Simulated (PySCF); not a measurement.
# Correlation energy of S⁺ (sulfur, charge +1)

[Ne] 3s1 3p4, high-spin 4P determinant (an excited configuration). All numbers are calculated (PySCF 2.14, scalar relativity by spin-free X2C-1e, in x2c-TZVPPall with one added diffuse shell each of s, p, d type (6s6p4d1f, 51 functions)). Frozen: 1s2; 13 electrons correlated.

```json
{"level": "CCSD", "correlation energy (mhartree)": "-282.10"}
{"level": "(T)", "correlation energy (mhartree)": "-10.94"}
{"level": "CCSD(T)", "correlation energy (mhartree)": "-293.04"}
```

Diagnostics: T1 = 0.011, D1 = 0.0517, largest double amplitude 0.187.

Question: Is a single reference adequate?

Answer: Not fully. A double-excitation amplitude exceeds 0.15, a sign of near-degeneracy.

This basis was not built for core-valence correlation, so the inner-shell part is incomplete.
